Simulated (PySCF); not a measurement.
Mapped SMILES: `[cH:1]1[cH:2][cH:3][c:4]2[c:5]([cH:6]1)[CH2:7][CH2:8][Se:9]2`. Hydrogens are named by the atom that carries them.

Geometry: PBE0-D3(BJ)/def2-SVP; GIAO shifts from PySCF 2.14.0 with density-fitted response routines, gas phase, non-relativistic, averaged over equivalent atoms.

At PBE0/pcSseg-1 (217 basis functions, 40 s wall time on 1 thread of an Arm Neoverse V1, shared host):
```json
{"atoms": "C4", "δ (ppm)": "152.1"}
{"atoms": "C5", "δ (ppm)": "145.8"}
{"atoms": "C2", "δ (ppm)": "133.0"}
{"atoms": "C3", "δ (ppm)": "130.8"}
{"atoms": "C1", "δ (ppm)": "129.7"}
{"atoms": "C6", "δ (ppm)": "129.4"}
{"atoms": "C7", "δ (ppm)": "41.1"}
{"atoms": "C8", "δ (ppm)": "36.0"}
{"atoms": "Se9", "δ (ppm)": "336.2"}
{"atoms": "H(C3)", "δ (ppm)": "7.39"}
{"atoms": "H(C6)", "δ (ppm)": "7.28"}
{"atoms": "H(C2)", "δ (ppm)": "7.22"}
{"atoms": "H(C1)", "δ (ppm)": "7.11"}
{"atoms": "H(C7)", "δ (ppm)": "3.16"}
{"atoms": "H(C8)", "δ (ppm)": "3.07"}
```

Scale: ¹³C (σ = 184.41 ppm) and ¹H (σ = 31.27 ppm) vs TMS; ⁷⁷Se (σ = 1769.71 ppm) against Me2Se (reference shieldings calculated alike).

Estimate the result of repeating the calculation with wB97X-D/pcSseg-1.

Answers


```json
{"atoms": "C4", "δ at wB97X-D/pcSseg-1": "152.1", "change": "+0.0"}
{"atoms": "C5", "δ at wB97X-D/pcSseg-1": "147.2", "change": "+1.4"}
{"atoms": "C2", "δ at wB97X-D/pcSseg-1": "134.1", "change": "+1.1"}
{"atoms": "C3", "δ at wB97X-D/pcSseg-1": "132.3", "change": "+1.5"}
{"atoms": "C1", "δ at wB97X-D/pcSseg-1": "131.3", "change": "+1.6"}
{"atoms": "C6", "δ at wB97X-D/pcSseg-1": "130.9", "change": "+1.5"}
{"atoms": "C7", "δ at wB97X-D/pcSseg-1": "39.9", "change": "-1.2"}
{"atoms": "C8", "δ at wB97X-D/pcSseg-1": "34.3", "change": "-1.7"}
{"atoms": "Se9", "δ at wB97X-D/pcSseg-1": "337.6", "change": "+1.4"}
{"atoms": "H(C3)", "δ at wB97X-D/pcSseg-1": "7.42", "change": "+0.03"}
{"atoms": "H(C6)", "δ at wB97X-D/pcSseg-1": "7.31", "change": "+0.03"}
{"atoms": "H(C2)", "δ at wB97X-D/pcSseg-1": "7.25", "change": "+0.03"}
{"atoms": "H(C1)", "δ at wB97X-D/pcSseg-1": "7.16", "change": "+0.05"}
{"atoms": "H(C7)", "δ at wB97X-D/pcSseg-1": "3.08", "change": "-0.08"}
{"atoms": "H(C8)", "δ at wB97X-D/pcSseg-1": "2.98", "change": "-0.09"}
```

Referencing at the same level of theory: ¹³C (σ = 184.54 ppm) and ¹H (σ = 31.38 ppm) vs TMS; ⁷⁷Se (σ = 1763.06 ppm) against Me2Se.

The largest change is at C8 (sp3 CH2 bonded to Se). Cost: 217 basis functions, 54 s wall time on 1 thread of an Arm Neoverse V1, shared host. The order of the carbon signals is the same at both levels.

Relativistic effects, spin–orbit coupling among them, are left out; they matter for Se and for the light atoms bonded to it.
